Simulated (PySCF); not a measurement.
Can point charges reproduce the dipole moment of `[SiH3]C[C@@H]1CC[C@@H](Cl)CO1`?

Coordinates (GFN2-xTB, Å) and charges (e) from the PBE0/pcSseg-1 density (PySCF):

```csv
atom,x,y,z,Mulliken,IAO,Hirshfeld,ESP-fitted
Si1,-2.954,0.586,-0.460,+0.5410,+0.6125,+0.2932,+0.4547
C2,-1.835,-0.821,0.177,-0.4545,-0.5421,-0.1632,-0.5147
C3,-0.419,-0.525,-0.281,-0.0281,+0.0956,+0.0450,+0.3767
C4,0.669,-1.211,0.547,-0.1528,-0.2725,-0.0742,-0.2485
C5,2.052,-0.754,0.076,-0.1488,-0.2628,-0.0794,-0.0549
C6,2.098,0.767,0.123,-0.3153,-0.1029,+0.0020,-0.2364
Cl7,3.645,1.367,-0.531,-0.1126,-0.1196,-0.0640,-0.1411
C8,0.945,1.350,-0.696,+0.1753,-0.0580,-0.0057,-0.1568
O9,-0.283,0.888,-0.202,-0.5327,-0.3924,-0.1060,-0.2597
H10,-2.671,0.828,-1.875,-0.0927,-0.1231,-0.0813,-0.1240
H11,-2.800,1.796,0.338,-0.0755,-0.1124,-0.0794,-0.1111
H12,-4.336,0.102,-0.338,-0.1093,-0.1376,-0.0921,-0.1343
H13,-2.146,-1.798,-0.186,+0.1437,+0.1509,+0.0444,+0.1367
H14,-1.866,-0.855,1.265,+0.1386,+0.1459,+0.0400,+0.1429
H15,-0.304,-0.825,-1.337,+0.1067,+0.1094,+0.0302,+0.0319
H16,0.575,-2.293,0.453,+0.1296,+0.1452,+0.0478,+0.0755
H17,0.533,-0.941,1.597,+0.1186,+0.1353,+0.0392,+0.1003
H18,2.834,-1.177,0.708,+0.1403,+0.1484,+0.0426,+0.0832
H19,2.225,-1.090,-0.949,+0.1254,+0.1385,+0.0357,+0.0819
H20,2.034,1.121,1.155,+0.1629,+0.1575,+0.0441,+0.2161
H21,1.071,1.066,-1.753,+0.1043,+0.1226,+0.0317,+0.1232
H22,0.922,2.439,-0.621,+0.1359,+0.1616,+0.0484,+0.1586
```

Problem. Form Σ q r in debye for every column and set it beside the full dipole.

Solution. The full density gives (-0.09, -1.84, 0.56) D, 1.93 D in size; dipole vectors point from the negative to the positive end.

```
    scheme     μx     μy     μz  size (D)  share of the full size (%)  angle to the full dipole (°)
  Mulliken  -0.96  -1.94  -0.33      2.19                         113                            35
       IAO  -0.37  -1.32  -0.15      1.38                          72                            26
 Hirshfeld   0.36  -0.71   0.20      0.82                          43                            28
ESP-fitted  -0.16  -1.86   0.60      1.96                         102                             2
```

Problem. Which set comes closest?

Solution. Length of the difference vector: ESP-fitted 0.08 D, IAO 0.92 D, Mulliken 1.25 D, Hirshfeld 1.27 D. Closest: ESP-fitted. ESP charges are fitted to the potential around the molecule, whose slowest-falling term is the dipole's. The schemes that divide the density aren't constrained to reproduce the dipole.

Problem. What is left for the Hirshfeld atoms' own dipoles?

Solution. The Hirshfeld atoms' densities add up to the full density, so μ = Σ q r + Σ (atomic dipoles). The atomic dipoles sum to (-0.09, -1.84, 0.56) − (0.36, -0.71, 0.20) = (-0.45, -1.13, 0.36) D, 1.27 D in size.

Problem. With the origin at the mean of the coordinates, (0.000, 0.001, -0.127) Å, which are the largest single terms, by size, of the Hirshfeld dipole along the direction of the full one?

Solution. C2 -0.75, Si1 -0.74, H22 -0.58, H11 +0.56, H16 +0.54 D; all 22 atoms together +0.72 D. The single terms depend on the origin, their sum doesn't.

Problem. Give the size of the full dipole in other units.

Solution. 1.93 D = 0.759 au = 0.402 e·Å = 6.43 × 10⁻³⁰ C·m.

One conformer (not necessarily the lowest) at the GFN2-xTB geometry, without solvent, vibrations or thermal averaging.
